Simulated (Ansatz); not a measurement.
Geometry optimisation, RKS PBE/def2-SVP (Ansatz 0.2.0).

The input (input.yaml):

```yaml
crystal:
  periodic: [false, false, false]
  atoms:
    - { symbol: Sn, position_ang: [0.0, 0.0, 0.0] }
    - { symbol: Cl, position_ang: [1.5152, 0.0, 2.1251] }
    - { symbol: H, position_ang: [1.9164, 0.0, 0.3021] }
    - { symbol: H, position_ang: [-0.8195, 1.4198, -0.5794] }
    - { symbol: H, position_ang: [-0.8195, -1.4198, -0.5794] }
basis:
  gaussian: { orbitals: def2-SVP }
hamiltonian:
  xc: pbe
relax:
  f_tol: 0.15
  max_steps: 25
  restrain:
    - { distance: [1, 2], at: 1.37, k: 30.0 }
    - { distance: [0, 1], at: 3.61, k: 30.0 }
    - { distance: [0, 2], at: 2.94, k: 30.0 }
output:
  orbitals: {}
```

Launched with:

```bash
$ ansatz run input.yaml --threads 1 --pin off --max-ram 2048MiB --backend cpu --events-out ev --progress --plain --runs-dir out
```

Question: Where does it end, and by what steps?

Answer: The forces met the threshold. The restraints hold the end off the free minimum; the threshold counts their pulls, which the force column leaves out. Restrained pairs: Cl2–H3 (1.87 → 1.34 Å), Sn1–Cl2 (2.61 → 3.60 Å), Sn1–H3 (1.94 → 2.94 Å). After 8 steps the energy has fallen by 0.913 eV (the restraints' own energy left out); Sn1 moved furthest, 0.81 Å.

```
step  energy less start (eV)  largest force component (eV/Å)  accepted
   0                  0.0000                           2.871       yes
   1                  0.8393                           4.912       yes
   2                  1.5629                           5.503       yes
   3                  1.3519                           5.120       yes
   4                  0.1020                           3.669       yes
   5                 -0.6019                           1.274       yes
   6                 -0.8784                           1.006       yes
   7                 -0.9026                           1.030       yes
   8                 -0.9126                           1.001       yes
```

```xyz
5
Properties=species:S:1:pos:R:3
Sn -0.021 0.000 -0.812
Cl 1.955 0.000 2.202
H 2.353 0.000 0.921
H -1.247 1.278 -0.521
H -1.247 -1.278 -0.521
```

Run time: 7.2 s on 1 thread of Intel(R) Xeon(R) Platinum 8488C (Sapphire Rapids), on a shared host, peak memory 0.12 GiB.
